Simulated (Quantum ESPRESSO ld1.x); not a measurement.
Task: The table gives one normalised radial function P(r) = r R(r) (large component) of Sc+ in [Ar] 4s1 5s1 (r in bohr). Method: Dirac Kohn-Sham, PBEsol, spin-unpolarised, spherical densities, point nucleus; computed with ld1.x of Quantum ESPRESSO 7.5.

| r | P |
|---|---|
| 0.01293 | 0.0213 |
| 0.01752 | 0.0258 |
| 0.02393 | 0.0302 |
| 0.03243 | 0.0328 |
| 0.04431 | 0.0320 |
| 0.06005 | 0.0255 |
| 0.08139 | 0.0110 |
| 0.1112 | -0.0120 |
| 0.1507 | -0.0380 |
| 0.2059 | -0.0568 |
| 0.279 | -0.0520 |
| 0.3781 | -0.0144 |
| 0.5166 | 0.0472 |
| 0.7001 | 0.0921 |
| 0.9488 | 0.0756 |
| 1.296 | -0.0168 |
| 1.757 | -0.1236 |
| 2.4 | -0.1459 |
| 3.253 | -0.0198 |
| 4.408 | 0.1717 |
| 6.022 | 0.2024 |
| 8.162 | -0.0653 |
| 11.06 | -0.3354 |
| 15.11 | -0.2879 |
| 20.48 | -0.1040 |
| 27.98 | -0.0154 |
| 37.92 | -0.0009 |

Which n and l does it have? It may be an empty orbital.

Result: n = 6, l = 0: the number of nodes gives n - l - 1 = 5, the rise at small r points to l (this Dirac orbital starts as r^gamma with gamma = sqrt((l + 1)^2 - (Z/c)^2) = 0.99; the j = 1/2 orbital of l + 1 starts with the same power, but with a smaller coefficient, and then steepens), and the extent must fit the shell. The curve is that of 6s1/2. 6s1/2 (empty): eigenvalue -1.938 eV, 5 radial nodes at r = 0.0956, 0.409, 1.24, 3.36, 7.71 bohr, <r> = 12.4 bohr, 90 % of the charge inside 17.2 bohr.
